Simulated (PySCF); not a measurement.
Rows and methods have been separated. Pair them.

Species: AlEt2F, C₄H₁₀AlF.
Bonds: Al1–C2, Al1–C9, Al1–F16, C2–C3, C9–C10. Hydrogens: H4, H5 on C2; H6, H7, H8 on C3; H11, H12 on C9; H13, H14, H15 on C10.

The closed-shell ground state was solved 3 times with PySCF (density fitting, gas phase), always in the pcSseg-1 (pcSseg-2 on Al) basis (178 functions), with these functionals: B3LYP, PBE and PBE0. Isolated species at its PBE0-D3(BJ)/def2-SVP geometry (one conformer only).

```
row  total energy (Eh)  HOMO (eV)  LUMO (eV)  dipole (D)
  P          -500.3308      -6.04      -1.10        1.85
  Q          -500.8280      -7.10      -0.59        1.91
  R          -500.3826      -7.31      -0.35        1.94
```

Problem. Which functional belongs to which row?

Solution. P = PBE, Q = B3LYP, R = PBE0. By rising HOMO–LUMO gap: PBE (GGA) 4.94 eV; B3LYP (global hybrid, 20 % exact exchange) 6.51 eV; PBE0 (global hybrid, 25 % exact exchange) 6.96 eV. Total energies of different functionals aren't bounds to one another; each is stationary for its own functional.
